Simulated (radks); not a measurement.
Values are calculated unless marked as measured or tabulated.
Spherical quantum dot in the effective-mass picture: electrons in a hard-walled sphere of radius 7.26, with a point charge +1 (a donor) at the centre, all in effective atomic units (hartree* = m*/eps^2 hartree, bohr* = eps/m* bohr), one dielectric constant everywhere. Level of theory: non-relativistic Kohn-Sham, LDA (Slater exchange, Perdew-Wang correlation), spin-polarised, spherical densities (a radial shooting solver with Libxc functionals). Levels are named by radial order and angular momentum (1s, 1p, 1d, 2s, ...), and open shells are averaged over m. Results are scaled to m* = 0.082 and eps = 10.1, for which hartree* = 21.87 meV and bohr* = 6.518 nm.

N = 25, configuration 1s2 1p6 1d10 2s(up 1, down 0) 1f(up 6, down 0). This is the lowest configuration that the search found. Occupied and some empty levels:

level    occupation  eigenvalue (meV)  <r> (nm)
1s up             1            88.258     33.89
1s down           1            88.985     34.39
1p up             3            89.187     35.33
1p down           3            89.880     35.26
1d up             5            90.795     35.92
1d down           5            91.496     35.87
2s up             1            92.341     12.10
1f up             6            93.083     36.46
1f down           0            93.794     36.42
2s down           0            95.199     14.23
1g up             0            96.012     36.96
1g down           0            96.731     36.93
2p up             0            100.43     23.23
2p down           0            101.17     23.93
2d up             0            104.90     26.79
2d down           0            105.43     26.94

Energy (meV): total 1144.56, kinetic 226.89, external -119.24, Hartree 1173.9, exchange-correlation -136.95.

Electron density:

r (nm)  n(r) (e/nm^3)
1.42        0.0006939
3.77        0.0003360
6.12        0.0001649
8.47       0.00008285
10.8       0.00004314
13.2       0.00002426
15.5       0.00001608
17.9       0.00001406
20.2       0.00001636
22.6       0.00002262
24.9       0.00003307
27.3       0.00004791
29.6       0.00006665
32.0       0.00008685
34.3        0.0001034
36.7        0.0001087
39.0       0.00009610
41.4       0.00006540
43.7       0.00002824
46.1        3.511e-06
